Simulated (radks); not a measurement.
Values are calculated unless marked as measured or tabulated.
Fractional charge and spin in the 5p shell of thulium: the spin-up occupation runs from 2 to 3 and the spin-down occupation from 2 to 3; the fullest corner is Tm+, [Kr] 4d10 4f(up 6.5, down 6.5) 5s2 6s(up 0.5, down 0.5) 5p(up 3, down 3). Code: a radial shooting solver on a logarithmic mesh with Libxc functionals. Model: scalar-relativistic Kohn-Sham, PBEsol, spin-polarised, spherical densities, finite nucleus; Fermi nuclear charge, rms radius of each element as measured or else 0.836 A^(1/3) + 0.57 fm. Energy (eV) above the fullest corner. The planes named below are the two flat planes that join the four corners, with an edge along up + down = one added electron.

down \ up       2     2.5       3
2          93.101  64.725  39.688
2.5        64.725  39.906  18.305
3          39.688  18.305   0.000

Corners above the fullest one (they belong to Tm2+ and the next ion): (up 3, down 2) 39.688 eV, (up 2, down 3) 39.688 eV, (up 2, down 2) 93.101 eV. With half an added electron in each spin the energy lies 0.218 eV from the planes, and with half an added electron in spin up alone -1.670 eV. The planes are only a guide here: the flat-plane condition holds for ground states with one frontier orbital, while this shell lies below other occupied shells, so the corners above the fullest one are inner-hole states and not the ground states of those ions.
